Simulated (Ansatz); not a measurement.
CH4AlClFNSi, SMILES `N=[C](Cl)[Al]([F])[SiH3]` at its PBE0-D4/def2-TZVP geometry, where that method's forces vanish. The species carries charge 0 and has multiplicity 1.

```xyz
10

N     0.0383   -2.2707   -0.7161
C     0.8429   -1.3624   -1.0481
Cl    2.1370   -1.8031   -2.1556
Al    0.7865    0.5187   -0.4384
F     1.9257    1.5740   -0.9785
Si   -0.9776    1.2172    1.1059
H    -0.6723   -1.9162   -0.0731
H    -0.8998    0.4156    2.3594
H    -2.3135    0.9686    0.4948
H    -0.8672    2.6583    1.4497
```

Problem. What forces (eV/Å) does r2SCAN-D4/def2-TZVPP give on these atoms in Ansatz 0.2.0? (An estimate is asked.)

Solution. Ansatz gave: 
```
N1  -0.197 -0.324  0.054
C2  -0.036  0.363  0.136
Cl3  0.239 -0.071 -0.203
Al4 -0.018 -0.027  0.009
F5   0.038  0.033 -0.020
Si6  0.013 -0.002 -0.012
H7  -0.026  0.029  0.026
H8  -0.014  0.017 -0.014
H9   0.013  0.006  0.022
H10 -0.012 -0.023  0.002
```
